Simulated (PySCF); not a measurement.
Computed IR spectrum (relative IR intensity) of a molecule C5H8O. Geometry optimised at PBE0-D3(BJ)/def2-SVP. The values are those of a single conformer. These are PBE0-D3(BJ)/def2-SVP (PySCF) values and carry that method's errors. Harmonic, unscaled wavenumbers; measured fundamentals usually lie a few per cent lower.

ν (cm⁻¹): 74 (vw), 247 (w), 430 (w), 595 (vw), 666 (w), 696 (vw), 832 (w), 893 (vw), 909 (s), 972 (w), 1008 (m), 1168 (vs), 1205 (w), 1217 (s), 1258 (vw), 1273 (w), 1334 (w), 1384 (w), 1426 (w), 1439 (w), 1475 (vw), 1499 (vw), 1774 (m), 2994 (s), 3000 (s), 3065 (w), 3103 (m), 3138 (m), 3148 (w), 3161 (w), 3260 (w) (against the strongest line: vs over 80 %, s over 45 %, m over 15 %, w over 4 %, vw less)

Q: Identify the compound among the candidates.
(A) C[C@@H]1C=CCO1
(B) C/C=C1\CCO1
(C) CC#CCOC
(D) C=C1CCOC1

A: D, C=C1CCOC1
